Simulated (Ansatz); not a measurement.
`CC(C)=CC(C)C` + `CC(C)N[SiH3]` → `CC(C)N([SiH3])C(C)C` + isobutene  (substitution at a C–C bond)

Program: Ansatz. Geometries: PBE0-D4/def2-TZVP. ΔE: electronic, gas phase. CCSD(T)/CBS adds triple-zeta CCSD(T) − MP2 to the extrapolated MP2 energy (def2 sets, frozen cores). This one scheme is used for every species. Functionals use def2-TZVPP. Each species was taken in one conformer, which may not be the lowest.

Question: Is it downhill or uphill in electronic energy at CCSD(T)/CBS, and by how much? (Best estimate.)

Answer: The calculation gave: Uphill: ΔE = +31.9 kJ/mol.

Question: What do these levels give: revPBE-D4, r2SCANh-D4, r2SCAN0-D4, CAM-B3LYP-D4, PBE-QIDH, PBE, r2SCANh, r2SCAN0, SCS-MP2/def2-TZVPP, HF/def2-QZVPP, HF/CBS(def2), CCSD/CBS(def2)? (Estimate.)

Answer: The calculation gave: revPBE-D4 27.1, r2SCANh-D4 32.6, r2SCAN0-D4 33.1, CAM-B3LYP-D4 30.0, PBE-QIDH 36.4, PBE 40.4, r2SCANh 35.6, r2SCAN0 36.3, SCS-MP2/def2-TZVPP 33.3, HF/def2-QZVPP 42.3, HF/CBS(def2) 42.3, CCSD/CBS(def2) 34.2 kJ/mol.

Largest T1 diagnostic among the species: 0.010.

In def2-TZVPP, CCSD(T) changes the Hartree–Fock value by −12.3 kJ/mol (the triples alone add −2.3 kJ/mol) and MP2 by −9.4 kJ/mol. At CCSD(T), def2-SVP lies −9.1 kJ/mol from the extrapolated value and def2-TZVPP −2.0 kJ/mol. Leaving LDA and LC-ωPBE aside and taking each functional with its dispersion term where it has one, the values, not all of them listed here, spread over 11.4 kJ/mol, from BLYP-D4 to B2PLYP. LDA lies −9.2 kJ/mol from PBE without D4.
